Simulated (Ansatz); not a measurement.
Cartesian coordinates in Å:
```
F -0.339 0.980 2.062
C 0.790 0.449 1.513
F 0.891 -0.835 1.957
Ge 0.657 0.475 -0.484
Si -1.249 -0.782 -1.150
H 1.645 1.004 1.916
H 1.971 -0.115 -1.026
H 0.568 1.951 -0.906
H -2.472 -0.183 -0.559
H -1.106 -2.187 -0.691
H -1.357 -0.758 -2.632
```

Total charge 0; spin multiplicity 1.

(1) List the PBE/def2-TZVPP orbital energies in eV (Ansatz 0.2.0). (Estimate.)

## Answers

(1) The calculation gave: Occupied: -10804.59, -1779.81, -1337.98, -1191.39, -1191.39, -1191.39, -660.40, -660.40, -273.03, -162.55, -137.59, -113.99, -113.97, -113.97, -94.33, -94.30, -94.30, -31.43, -29.94, -29.81, -29.80, -29.78, -29.75, -29.74, -17.22, -14.56, -13.41, -13.39, -13.01, -11.53, -10.05, -9.59, -9.53, -8.90, -8.72, -8.31, -7.56, -6.87. Lowest empty: -0.81, -0.52, -0.47, 0.16, 0.48, 0.68, 0.96, 1.54.
